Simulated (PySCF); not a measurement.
## La²⁺ (lanthanum, charge +2) across methods

[Xe] 6p1, 2P determinant (an excited configuration). Computed with PySCF 2.14 in def2-TZVPPD with the def2 core potential (46 electrons) (6s5p3d2f1g, 59 functions), with a scalar-relativistic core potential.

```
 method  E (hartree)  mean ε 5p α (eV)  mean ε 5p β (eV)  mean ε 6p α (eV)  Σ⟨r²⟩ (bohr²)   ⟨S²⟩
 r2SCAN     -30.6773           -39.110           -39.053           -11.712          51.11  0.750
    PBE     -30.6754           -38.503           -38.398           -11.745          50.47  0.750
   BP86     -30.7176           -38.589           -38.501           -11.848          50.43  0.750
   PBE0     -30.6608           -40.227           -40.115           -12.157          50.91  0.750
r2SCAN0     -30.6508           -40.586           -40.508           -12.115          51.23  0.750
   TPSS     -30.6755           -38.695           -38.606           -11.673          50.88  0.750
 PBEsol     -30.6053           -38.378           -38.277           -11.705          50.56  0.750
    LDA     -30.5669           -38.395           -38.285           -11.733          50.49  0.750
    UHF    -30.34156           -44.351           -44.201           -12.970          52.72  0.750
```

Energies and moments cover only the electrons outside the core potential. Spin-orbit coupling, absent here, splits the open shell strongly.
